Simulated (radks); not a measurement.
Question: Radial electron density D(r) = 4 pi r^2 rho(r) of an atom or ion with 12 electrons. All-electron calculation, scalar-relativistic Kohn-Sham, PBE, spin-polarised, spherical densities, finite nucleus; Fermi nuclear charge, rms radius of each element as measured or else 0.836 A^(1/3) + 0.57 fm. Program: a radial shooting solver on a logarithmic mesh with Libxc functionals.

```
   r/bohr * D(r) (the largest magnitude, 18.2, reaches the edge; | marks zero)
 0.006744 |   *
 0.007665 |    *
 0.008642 |     *
 0.009822 |      *
  0.01116 |        *
  0.01269 |          *
  0.01442 |            *
  0.01639 |               *
  0.01863 |                   *
  0.02117 |                      *
  0.02406 |                          *
  0.02735 |                               *
  0.03108 |                                   *
  0.03533 |                                        *
  0.04015 |                                            *
  0.04563 |                                                *
  0.05186 |                                                    *
  0.05895 |                                                     *
  0.06646 |                                                      *
  0.07554 |                                                     *
  0.08585 |                                                   *
  0.09758 |                                               *
   0.1109 |                                           *
    0.126 |                                       *
   0.1433 |                                    *
   0.1628 |                                   *
   0.1851 |                                    *
   0.2103 |                                       *
    0.239 |                                           *
   0.2717 |                                               *
   0.3088 |                                                 *
   0.3509 |                                                  *
   0.3989 |                                               *
   0.4533 |                                         *
   0.5111 |                                  *
   0.5809 |                         *
   0.6603 |                 *
   0.7504 |            *
   0.8529 |        *
   0.9694 |      *
    1.102 |      *
    1.252 |     *
    1.423 |    *
    1.617 |   *
    1.838 |  *
    2.089 | *
    2.375 |*
    2.699 |*
    3.068 |*
    3.486 |*
    3.931 *
    4.468 *
    5.078 *
    5.771 *
    6.559 *
    7.455 *
```

What is the nuclear charge?

Answer: Z = 16. The innermost maximum, from 1s, lies near gamma/Z bohr with gamma = sqrt(1 - (Z/c)^2) = 0.993, here 0.0621 bohr (found: 0.0659), and its height grows with Z. The density is that of the sulfur ion S4+ in [He] 2s1.5 2p6 3s2 4s0.5; the configuration itself is not fixed sharply by these data, and Z only to about a unit. D(r) has 2 maxima, at r = 0.0659, 0.334 bohr, and minima at 0.165 bohr, inside which lie 2.19 electrons.
